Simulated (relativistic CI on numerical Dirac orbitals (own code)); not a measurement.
Ligand-field terms of d8

Computed with a parametric ligand-field model of a d^n configuration (Racah B and C, spin-orbit zeta, crystal field), exact diagonalisation.

Field parameters in Wybourne normalisation: D3d B²₀ = −7Dσ, B⁴₀ = −14Dq − 21Dτ, B⁴₃ = −14√(10/7) Dq; Oh B⁴₀ = 21Dq, B⁴₄ = √(5/14) B⁴₀; Td as Oh with Dq negative (B⁴₀ = 21Dq, B⁴₄ = √(5/14) B⁴₀). The field is a parameter set, without covalency.

**Question.** Ground term and bands for B = 400, C = 1850, ζ = 0 cm⁻¹, Oh, 10Dq = 6000 cm⁻¹?

**Answer.** Ground term 3A2 with 2.00 electrons in the two orbitals of the cubic e set. Spin-allowed: 3T2 6000 cm⁻¹ (1667 nm), 3T1 9317 cm⁻¹ (1073 nm), 3T1 14683 cm⁻¹ (681 nm). Lowest spin-forbidden: 1E 6747 cm⁻¹ (1482 nm), 1A1 11338 cm⁻¹ (882 nm), 1T2 12613 cm⁻¹ (793 nm). With an A2 ground term the first spin-allowed band lies at |10Dq| itself.

**Question.** A d8 ion in Oh symmetry has the ground term 3A2 and bands at 3T2 6000 cm⁻¹ (1667 nm), 3T1 10047 cm⁻¹ (995 nm), 1E 11053 cm⁻¹ (905 nm), 1T2 16714 cm⁻¹ (598 nm), 1A1 17745 cm⁻¹ (564 nm), 3T1 18453 cm⁻¹ (542 nm). Which parameters reproduce them?

**Answer.** B = 700, C = 2950, ζ = 0 cm⁻¹, Oh, 10Dq = 6000 cm⁻¹.

**Question.** Ground term and bands for B = 700, C = 3490, ζ = 0 cm⁻¹, D3d, 10Dq = 25200, Dσ = 1200, Dτ = -60 cm⁻¹?

**Answer.** Ground term 3A2 with 2.01 electrons in the two orbitals of the cubic e set. Spin-allowed: 3A1 24108 cm⁻¹ (415 nm), 3E 25411 cm⁻¹ (394 nm), 3A2 32571 cm⁻¹ (307 nm), 3E 32846 cm⁻¹ (304 nm). Lowest spin-forbidden: 1E 12423 cm⁻¹ (805 nm), 1A1 22548 cm⁻¹ (444 nm), 1A1 36271 cm⁻¹ (276 nm).

**Question.** Ground term and bands for B = 870, C = 3690, ζ = 0 cm⁻¹, D3d, 10Dq = 12550, Dσ = 1200, Dτ = 250 cm⁻¹?

**Answer.** Ground term 3A2 with 2.01 electrons in the two orbitals of the cubic e set. Spin-allowed: 3A1 11879 cm⁻¹ (842 nm), 3E 13859 cm⁻¹ (722 nm), 3A2 20227 cm⁻¹ (494 nm), 3E 21850 cm⁻¹ (458 nm). Lowest spin-forbidden: 1E 13972 cm⁻¹ (716 nm), 1A1 23610 cm⁻¹ (424 nm), 1A1 25576 cm⁻¹ (391 nm).

**Question.** A d8 ion in Td symmetry has the ground term 3T1 and bands at 3T2 1477 cm⁻¹, 3A2 3277 cm⁻¹ (3052 nm), 1T2 13371 cm⁻¹ (748 nm), 1E 14008 cm⁻¹ (714 nm), 3T1 14054 cm⁻¹ (712 nm), 1T2 19403 cm⁻¹ (515 nm). Which parameters reproduce them?

**Answer.** B = 860, C = 4250, ζ = 0 cm⁻¹, Td, 10Dq = -1800 cm⁻¹.
